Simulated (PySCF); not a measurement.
Species: C4H5F2O3 (doublet state).
Z-matrix (Å and degrees, GFN2-xTB geometry), rows numbered from 1:
```
F 
C   1  1.3556
F   2  1.3410  1  105.71
O   2  1.3504  1  110.70  3   118.07
C   4  1.4053  2  116.14  1    99.69
O   5  1.3481  4  113.84  2  -169.73
C   6  1.4288  5  108.15  4   117.56
C   7  1.5367  6  103.41  5    19.82
O   5  1.3678  4  115.40  2   -38.03
H   2  1.1044  1  107.48  3  -116.48
H   7  1.0894  6  108.29  5   140.72
H   7  1.0953  6  109.06  5   -99.47
H   8  1.0946  7  112.49  6   100.07
H   8  1.0910  7  113.26  6  -134.57
```

The hyperfine couplings belong to this conformer and change with its torsions.

As a line formula: `FC(F)O[C]1OCCO1` [radical].

Computed with UKS B3LYP, pcH-1 on C F H O, non-relativistic, mean-field spin-orbit, GIAO (PySCF 2.14.0). Isolated species at its GFN2-xTB geometry (one conformer only). The geometry wasn't refined by DFT: couplings that depend on bond lengths, twists or pyramidal angles can differ widely from those at the functional's own minimum. The SCF solution wasn't tested for stability.

**Question.** The isotropic 13C couplings, averaged over equivalent nuclei, are +530.6, +21.8, -4.2 MHz. Assign them to C2; C5; C7/C8.

**Answer.** 
```tsv
site	a_iso (MHz)	ρ(0) (bohr⁻³)	position	distance from C5 (Å)	spin population	largest |T| (MHz)
C2	-4.2	-0.0037	2 bonds from C5	2.34	0.00	2.2
C5	+530.6	+0.4720	largest spin population	0.00	+0.76	132.3
C7/C8	+21.8	+0.0194	2 bonds from C5	2.26	+0.03	6.3
```

**Question.** The isotropic 17O couplings, averaged over equivalent nuclei, are -92.7, -63.3 MHz. Assign them to O4; O6/O9.

**Answer.** 
```json
{"site": "O4", "a_iso (MHz)": "-63.3", "ρ(0) (bohr⁻³)": "+0.1044", "position": "1 bond from C5", "distance from C5 (Å)": "1.41", "spin population": "+0.08", "largest |T| (MHz)": "47.1"}
{"site": "O6/O9", "a_iso (MHz)": "-92.7", "ρ(0) (bohr⁻³)": "+0.1530", "position": "1 bond from C5", "distance from C5 (Å)": "1.36", "spin population": "+0.04", "largest |T| (MHz)": "30.0"}
```

**Question.** Match the computed a_iso(1H) values +2.4, -0.8 MHz (means over equivalent nuclei) with the sites H10; H11/H12/H13/H14.

**Answer.** 
| site | a_iso (MHz) | ρ(0) (bohr⁻³) | position | distance from C5 (Å) | bound to | spin population there | largest \|T\| (MHz) |
| --- | --- | --- | --- | --- | --- | --- | --- |
| H10 | -0.8 | -0.0002 | γ, 3 bonds from C5 | 2.47 | C2 | 0.00 | 8.8 |
| H11/H12/H13/H14 | +2.4 | +0.0005 | γ, 3 bonds from C5 | 2.98 | C7/C8 | +0.03 | 5.1 |

ρ(0) is the spin density at the nucleus and T the dipolar tensor; entries for several nuclei are means. The Mulliken spin populations are largest on C5 (+0.76) and O4 (+0.08). No atom but C5 exceeds +0.15. The angles at C5 add up to 341.3°, so it is pyramidal.

Nuclei that the bonding pattern makes equivalent are averaged, as if the motion that swaps them (rotation, inversion, ring flip) were fast. The 19F value of +19.1 MHz is a mean of couplings from -4.0 to 42.2 MHz in this one geometry, not an average over conformers. The 1H value of +2.4 MHz is a mean of couplings from -3.2 to 7.5 MHz in this one geometry, not an average over conformers.

Time: 79 s of wall time (grids of density and orbitals included); peak memory 1.0 GiB. Hardware: one thread, Arm Neoverse V2 (aarch64), shared host.
